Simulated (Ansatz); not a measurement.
B2P2⁺, relaxed as a quartet with UKS PBE-D4/def2-TZVP in Ansatz, starting from the PBE-D4/def2-TZVP geometry of the charge +1 doublet. Force threshold 0.02 eV/Å.

The relaxation made no stability test and no search for a lower SCF solution. At PBE-D4/def2-TZVP a doublet of charge 1 lies 1.15 eV below the quartet, each at its own geometry. The structure comes from a short search, and lower isomers may exist.

Start:

Cartesian coordinates in Å:
```
B 0.750 -0.420 0.029
B -0.749 0.422 -0.028
P -0.402 -0.617 1.463
P 0.401 0.615 -1.464
```

| step | energy (eV) | largest force component (eV/Å) | SCF passes |
| --- | --- | --- | --- |
| 1 | -19907.7915 | 1.601 | 20 |
| 2 | -19907.9489 | 0.981 | 21 |
| 3 | -19908.0288 | 0.335 | 21 |
| 4 | -19908.0343 | 0.164 | 22 |
| 5 | -19908.0367 | 0.004 | 22 |

Force components are those of the run's own axes.

End:

```xyz
4

B     0.850   -0.478    0.032
B    -0.851    0.478   -0.032
P    -0.383   -0.587    1.395
P     0.383    0.587   -1.395
```

By distances, no bond broke or formed. The bond that changes most is B1–B2, from 1.72 to 1.95 Å (atoms count from 1).

No frequencies were taken in this run, so the end may be a saddle point.

Run time 4.8 s (4 threads of Arm Neoverse V2 on a shared host).
